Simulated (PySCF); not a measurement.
Ge(H)3(Et) (C₂H₈Ge), SMILES C[CH2][GeH3].

Coordinates come from a B3LYP-D3(BJ)/def2-SVP optimisation.

Two levels are set side by side: PBE/def2-TZVPD (PySCF) and r2SCAN/def2-TZVPD (PySCF). Same geometry, gas phase. Differences are taken from unrounded values.

```json
[
 {"quantity": "orbital gap (eV)", "r2SCAN": "7.51"},
 {"quantity": "highest occupied level (eV)", "r2SCAN": "-7.29"},
 {"quantity": "lowest empty level (eV)", "r2SCAN": "0.22"},
 {"quantity": "dipole moment (D)", "r2SCAN": "0.85"},
 {"quantity": "mean polarisability (bohr³)", "r2SCAN": "60.8"}
]
```

**Question.** What does PBE give, and how far is it from r2SCAN? (The exact figures need the calculation; the answer reports its results.)

**Answer.** 
```
quantity                       PBE  PBE minus r2SCAN
---------------------------  -----  ----------------
orbital gap (eV)              6.62             -0.90
highest occupied level (eV)  -7.05              0.24
lowest empty level (eV)      -0.43             -0.65
dipole moment (D)             0.86              0.01
mean polarisability (bohr³)   62.5               1.8
```

Rough cost on one machine, each run with all the roots and properties that it gave: r2SCAN against PBE about 4 times.
